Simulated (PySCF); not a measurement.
C₇H₈F₂.
Atom-mapped SMILES: `[CH3:1][C@@H:2]1[CH:3]=[CH:4][C:5]([CH:6]([F:7])[F:8])=[CH:9]1` (hydrogens: H10, H11, H12 on C1; H13 on C2; H14 on C3; H15 on C4; H16 on C6; H17 on C9)

Computed with PySCF at PBE0/def2-SVPD, non-relativistic, on one gas-phase PBE0-D3(BJ)/def2-SVP geometry that isn't relaxed in the solvent. The solvent is an IEF-PCM continuum (Bondi radii, 1.10 Å for H, scaled by 1.2), and excitations are vertical TDDFT with non-equilibrium linear response and a frozen core. Specific hydrogen bonds and non-electrostatic terms are outside this model.

Gas-phase singlets (H = HOMO, L = LUMO):

```json
{"state": "S1", "E (eV)": "4.992", "λ (nm)": "248", "f": "0.053", "leading configurations": "H→L 98%"}
{"state": "S2", "E (eV)": "6.367", "λ (nm)": "195", "f": "0.006", "leading configurations": "H→L+1 59%, H-1→L 32%"}
{"state": "S3", "E (eV)": "6.540", "λ (nm)": "190", "f": "0.019", "leading configurations": "H→L+2 61%, H→L+1 23%"}
{"state": "S4", "E (eV)": "7.048", "λ (nm)": "176", "f": "0.089", "leading configurations": "H→L+3 35%, H→L+2 20%"}
{"state": "S5", "E (eV)": "7.067", "λ (nm)": "175", "f": "0.005", "leading configurations": "H-2→L 85%"}
```

Q: Give the list for chloroform (ε = 4.711), n² = 2.09.

A: 
```
state  E (eV)  λ (nm)      f  leading configurations  change by rank (eV)
   S1   4.957     250  0.075                 H→L 98%               -0.035
   S2   6.373     195  0.009    H→L+1 63%, H-1→L 31%               +0.006
   S3   6.564     189  0.026    H→L+2 64%, H→L+1 17%               +0.024
   S4   7.062     176  0.177    H→L+3 29%, H→L+2 23%               +0.014
   S5   7.080     175  0.010               H-2→L 92%               +0.013
```

Q: Give the list for tetrahydrofuran (ε = 7.426), n² = 1.97.

A: 
```
state  E (eV)  λ (nm)      f  leading configurations  change by rank (eV)
   S1   4.967     250  0.073                 H→L 98%               -0.025
   S2   6.377     194  0.009    H→L+1 63%, H-1→L 31%               +0.010
   S3   6.571     189  0.026    H→L+2 64%, H→L+1 17%               +0.031
   S4   7.072     175  0.153    H→L+3 28%, H→L+2 21%               +0.024
   S5   7.080     175  0.024               H-2→L 86%               +0.013
```

Q: How do the frontier levels move from gas to tetrahydrofuran?

A: 
```csv
orbital,gas (eV),solvent (eV),change (eV),"Löwdin shares, gas","Löwdin shares, solvent"
LUMO+2,0.93,1.14,+0.21,"C1 16 %, C9 11 %, H12 9 %, C3 7 %","C1 15 %, C9 13 %, C3 8 %, H12 7 %"
LUMO+1,0.76,0.87,+0.11,"C6 16 %, C4 16 %, C3 13 %, H16 10 %","C6 20 %, C4 16 %, C3 11 %, H16 9 %"
LUMO,-1.03,-0.90,+0.13,"C9 21 %, C3 18 %, C5 16 %, C4 14 %","C9 22 %, C3 18 %, C5 16 %, C4 13 %"
HOMO,-6.75,-6.65,+0.10,"C3 26 %, C9 24 %, C4 17 %, C5 16 %","C3 26 %, C9 24 %, C4 18 %, C5 16 %"
HOMO-1,-8.87,-8.75,+0.12,"C4 22 %, C5 22 %, C2 12 %, C3 9 %","C5 22 %, C4 21 %, C2 13 %, C3 9 %"
HOMO-2,-9.52,-9.43,+0.09,"F8 16 %, C6 14 %, F7 12 %, C5 12 %","C2 14 %, C6 12 %, C1 11 %, F8 11 %"
HOMO-3,-9.91,-9.69,+0.22,"C3 20 %, C2 20 %, C1 16 %, H12 10 %","C2 20 %, C3 20 %, C1 17 %, H12 11 %"
```

The HOMO–LUMO gap goes from 5.72 to 5.75 eV. Rows go by rank; for HOMO-2 the atom shares or the degeneracy differ between the runs, so the row needn't follow one orbital.

The run took 45 s of wall time on Arm Neoverse V1, one thread, no GPU, shared host. This is the whole response run at PBE0/def2-SVPD in tetrahydrofuran, SCF included.

The values belong to the conformer `[CH3:1][C@@H:2]1[CH:3]=[CH:4][C:5]([CH:6]([F:7])[F:8])=[CH:9]1`: C4–C5–C6–F7 171°.
